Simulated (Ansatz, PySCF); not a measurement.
This Ansatz (a first-principles code) input computes a PBE/def2-TZVPD energy:

Ansatz 0.2 input:
```yaml
crystal:
  periodic: [false, false, false]
  atoms:
    - {symbol: N, position_ang: [-0.00000000, -0.00000000, -0.13532734]}
    - {symbol: H, position_ang: [0.00000000, 0.00000000, 0.94729136]}
basis:
  gaussian:
    orbitals: def2-TZVPD
hamiltonian:
  xc: {name: PBE}
total_charge: 1
magnetization: {spin_polarized: true, initial_magnetization: 1}
output: {forces: true}
```

Problem. Write an input for the same energy in PySCF and say what it gives.

Solution. 
```python
from pyscf import gto, scf, dft

mol = gto.M(
    atom='''
    N    -0.00000000   -0.00000000   -0.13532734
    H     0.00000000    0.00000000    0.94729136
    ''',
    basis='def2-tzvpd',
    charge=1,
    spin=1,
    symmetry='C2v',
    verbose=4,
)

mf = dft.UKS(mol, xc='pbe').density_fit(auxbasis='def2-universal-jkfit')
mf.grids.level = 3
mf.conv_tol = 1e-9
mf.max_cycle = 100
mf.max_memory = 1500
mf.kernel()
if not mf.converged:
    mf = mf.newton()
    mf.kernel(mf.make_rdm1())
mf.analyze()
```
It gives -54.66763 Eh, and Ansatz -54.67106 Eh, a difference of 3.43 mEh. That is more than fitting and grids explain: the two runs ended on different electronic states or use different definitions.
